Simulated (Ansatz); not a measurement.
(KNH2)4 cube (K₄N₄H₈). Total charge 0; singlet. Geometry PBE0-D4/def2-SVP, basis def2-TZVP, Ansatz.

```xyz
16

K    -0.778   -1.631   -1.292
K     1.996   -0.727    0.649
K    -1.027    0.533    1.896
K    -0.192    1.824   -1.253
N     1.434   -0.247   -1.980
N    -0.256   -2.031    1.358
N    -2.370    0.434   -0.480
N     1.193    1.844    1.101
H     2.232    0.402   -2.028
H     1.584   -0.769   -2.853
H     0.240   -2.758    1.891
H    -1.227   -2.347    1.498
H    -3.032   -0.243   -0.072
H    -3.034    1.059   -0.955
H     1.210    2.469    1.918
H     2.027    2.188    0.603
```

```json
{"run": "A", "HOMO (eV)": "-3.35", "LUMO (eV)": "-1.04"}
{"run": "B", "HOMO (eV)": "-3.51", "LUMO (eV)": "-0.50"}
{"run": "C", "HOMO (eV)": "-4.57", "LUMO (eV)": "-0.50"}
{"run": "D", "HOMO (eV)": "-3.24", "LUMO (eV)": "-1.01"}
{"run": "E", "HOMO (eV)": "-4.72", "LUMO (eV)": "-0.19"}
```

Task: The runs used BLYP, PBE, PBE0, r2SCAN, r2SCAN0. Estimate which is which.

Result: A PBE (0 % exact exchange); B r2SCAN (0 % exact exchange); C PBE0 (25 % exact exchange); D BLYP (0 % exact exchange); E r2SCAN0 (25 % exact exchange). Exact exchange lowers occupied and raises empty levels; among semilocal functionals meta-GGAs tend to open the gap a little, and such runs are hard to tell apart. The gap grows from 2.22 eV (BLYP) to 4.54 eV (r2SCAN0).
